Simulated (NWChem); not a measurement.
System: C2H2BrF; SMILES C=C(F)Br

Computed with NWChem. Pople sets run with spherical d functions. The geometry was optimised at PBE0/def2-SVP. Level: PBE0/6-31G* with SMD (1 M gas to 1 M solution), gas-phase geometry.

**Question.** Order these by “dipole in solution (D)”, lowest first: 1,4-dioxane; tetrahydrofuran; water.

**Answer.** 1,4-dioxane (1.45), tetrahydrofuran (1.61), water (1.68)
